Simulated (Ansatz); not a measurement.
Computed with Ansatz.

Basis-set series for CH$_{7}$FN$_{2}$Si, SMILES `CN[SiH](N)F`. Total charge 0; spin multiplicity 1. The geometry is a stationary point of PBE0-D4/def2-TZVP. It is one conformer, not always the lowest.

```xyz
12

C     1.2355    1.4544    0.3151
N     0.0125    0.7560   -0.0151
Si   -0.2750   -0.8971    0.2046
N    -1.5412   -1.3527   -0.8344
F    -0.8016   -1.3430    1.6539
H     1.5193    2.1571   -0.4744
H     2.0502    0.7339    0.4162
H     1.1682    2.0085    1.2582
H    -0.7819    1.3587   -0.1632
H     1.0431   -1.5649    0.0759
H    -2.1280   -2.1397   -0.6145
H    -1.5014   -1.1712   -1.8225
```

```
functional       basis  functions  energy (Eh)  HOMO (eV)  LUMO (eV)
   PBE0-D4  def2-TZVPP        264   -541.02031      -7.14       1.08
   PBE0-D4  def2-QZVPP        508   -541.04590      -7.18       0.63
   ωB97M-V  def2-TZVPP        264   -541.29824      -9.51       2.46
   ωB97M-V  def2-QZVPP        508   -541.32233      -9.56       1.72
```

Question: Give the rows for def2-SVP. (Estimate.)

Answer: The calculation gave: 
```csv
functional,basis,functions,energy (Eh),HOMO (eV),LUMO (eV)
PBE0-D4,def2-SVP,109,-540.60249,-6.95,1.86
ωB97M-V,def2-SVP,109,-540.87027,-9.32,3.47
```

Positive LUMOs are unbound and depend on the basis.
